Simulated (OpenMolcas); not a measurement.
An atom or ion with 5 electrons was computed by MS-CASPT2, IPEA 0.25 Eh, imaginary shift 0.1 Eh with spin-orbit coupling (OpenMolcas, ANO-RCC-VQZP, DKH2). The lowest levels that the run gave, each within 12 % of the measured value where one is at hand:

```csv
J,Parity,E (cm⁻¹),g
1/2,odd,0.0,0.666
3/2,odd,160,1.334
1/2,even,55930,2.671
3/2,even,55990,1.735
5/2,even,56080,1.601
3/2,even,100700,0.800
5/2,even,100700,1.200
1/2,even,130550,2.002
1/2,even,147160,0.666
3/2,even,147280,1.334
3/2,odd,185680,2.002
3/2,odd,203640,0.800
```

Which ion is it, and what are the configurations and terms?

N III (Z = 7, charge +2; active space 3 electrons in 4 orbitals (2s 2p)). J, parity and g give the terms where levels are pure, and mixed ones are named by the computed weights; the size of the splittings, set against known spectra of the 5-electron sequence, gives the charge. In order, with the measured energies in cm⁻¹ (Moore, Selected Tables of Atomic Spectra, NSRDS-NBS 3, section 5): 2s² 2p ²P°_1/2, 2s² 2p ²P°_3/2 (174), 2s 2p² ⁴P_1/2, 2s 2p² ⁴P_3/2 (57247), 2s 2p² ⁴P_5/2 (57328), 2s 2p² ²D_3/2 (101031), 2s 2p² ²D_5/2 (101024), 2s 2p² ²S_1/2 (131004), 2s 2p² ²P_1/2 (145876), 2s 2p² ²P_3/2 (145986), 2p³ ⁴S°_3/2 (186797), 2p³ ²D°_3/2 (203089).

CASPT2 breaks the degeneracy within a term, and the mean is taken; among the terms shown or strongly mixed into the levels shown the widest spread is 910 cm-1 (2p³ ²D°). Computed and measured levels are paired by configuration, term and J; levels that our copy of the source lacks, or whose pairing is in doubt (as where it misses far off the trend of its configuration), stay unpaired and out of the deviations. Only configurations of the active space appear.

° marks odd parity.
